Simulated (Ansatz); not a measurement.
Wavefunction ladder for `O[SiH2]C[Si](O)(Cl)Cl`

```xyz
13

O     0.452   -1.444   -1.144
Si   -1.009   -0.676   -0.923
C    -0.829    0.248    0.684
Si    0.834    1.035    0.899
O     2.030   -0.054    0.787
Cl    1.029    2.495   -0.531
Cl    1.013    1.927    2.721
H     0.580   -1.956   -1.944
H    -2.103   -1.681   -0.855
H    -1.282    0.248   -2.053
H    -1.607    1.014    0.746
H    -0.977   -0.446    1.519
H     1.868   -0.712    0.095
```

The species carries charge 0 and has multiplicity 1. All single points use the PBE0-D4/def2-TZVP geometry. It is one conformer, not always the lowest. Frozen core, restricted reference, the Gaussian-basis code of Ansatz. CBS rows extrapolate triple and quadruple zeta; past MP2 they add the triple-zeta difference.

| basis | HF (Eh) | MP2 corr. | CCSD corr. | (T) | CCSD(T) total |
| --- | --- | --- | --- | --- | --- |
| def2-TZVPP | ? | -1.27145 | ? | -0.05319 | ? |
| def2-QZVPP | -1688.38488 | -1.38128 | – | – | – |
| CBS(def2) | ? | -1.46263 | ? | as TZ | ? |

Fill in the withheld values. (Best estimate.)

The calculation gave: def2-TZVPP HF (Eh): -1688.33201; def2-TZVPP CCSD corr.: -1.33260; def2-TZVPP CCSD(T) total: -1689.71780; CBS(def2) HF (Eh): -1688.39216; CBS(def2) CCSD corr.: -1.52378; CBS(def2) CCSD(T) total: -1689.96913.
